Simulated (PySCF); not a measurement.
# Spinor energies of Au⁺ (gold, charge +1)

Start: [Xe] 4f14 5d10. Calculated with PySCF 2.14 in x2c-QZVPPall-2c (16s16p12d7f2g, 191 functions): generalised Hartree-Fock with the X2C-1e Hamiltonian and a Gaussian nucleus; one run each with spin-orbit coupling (SO) switched off, then screened by Boettger's factors.

| spinor shell | electrons | ε, spin-free (eV) | ε, screened SO (eV) | weight of nominal j (screened SO) | rms radius, screened SO (bohr) |
| --- | --- | --- | --- | --- | --- |
| 1s1/2 | 2 | -81185.8 | -81155.0 | 1.000 | 0.0190 |
| 2s1/2 | 2 | -14483.7 | -14474.0 | 1.000 | 0.0768 |
| 2p1/2 | 2 | -12534.4 | -13857.2 | 1.000 | 0.0651 |
| 2p3/2 | 4 | -12534.4 | -12015.6 | 1.000 | 0.0731 |
| 3s1/2 | 2 | -3493.5 | -3490.5 | 1.000 | 0.196 |
| 3p1/2 | 2 | -2918.9 | -3213.9 | 1.000 | 0.188 |
| 3p3/2 | 4 | -2918.9 | -2801.2 | 1.000 | 0.204 |
| 3d3/2 | 4 | -2295.5 | -2347.4 | 1.000 | 0.179 |
| 3d5/2 | 6 | -2295.5 | -2258.9 | 1.000 | 0.183 |
| 4s1/2 | 2 | -801.35 | -800.51 | 1.000 | 0.433 |
| 4p1/2 | 2 | -609.74 | -681.42 | 1.000 | 0.437 |
| 4p3/2 | 4 | -609.74 | -581.06 | 1.000 | 0.471 |
| 4d3/2 | 4 | -374.63 | -385.92 | 1.000 | 0.485 |
| 4d5/2 | 6 | -374.63 | -366.64 | 1.000 | 0.497 |
| 5s1/2 | 2 | -135.80 | -135.71 | 1.000 | 1.00 |
| 4f5/2 | 6 | -111.73 | -113.75 | 1.000 | 0.541 |
| 4f7/2 | 8 | -111.73 | -109.71 | 1.000 | 0.548 |
| 5p1/2 | 2 | -82.915 | -95.305 | 1.000 | 1.09 |
| 5p3/2 | 4 | -82.915 | -78.089 | 1.000 | 1.19 |
| 5d3/2 | 4 | -20.837 | -21.958 | 1.000 | 1.64 |
| 5d5/2 | 6 | -20.837 | -20.127 | 1.000 | 1.72 |

| quantity | spin-free | screened SO |
| --- | --- | --- |
| E (hartree) | -18997.33807 | -19026.91206 |
| M_J | 0 | 0 |
| ⟨J²⟩ | 0.000 | 0.000 |
| ⟨L²⟩ | 0.000 | 0.182 |
| ⟨S²⟩ | 0.000 | 0.182 |

Breit and QED terms are absent; they matter most for the inner s and p1/2 levels.

Densities and radii are taken from the X2C orbitals without a picture-change correction, which distorts them close to the nucleus.

Without spin-orbit coupling the j labels of p, d and f shells carry no meaning; the spin-free column gives the mean over the occupied spinors of each nl shell.
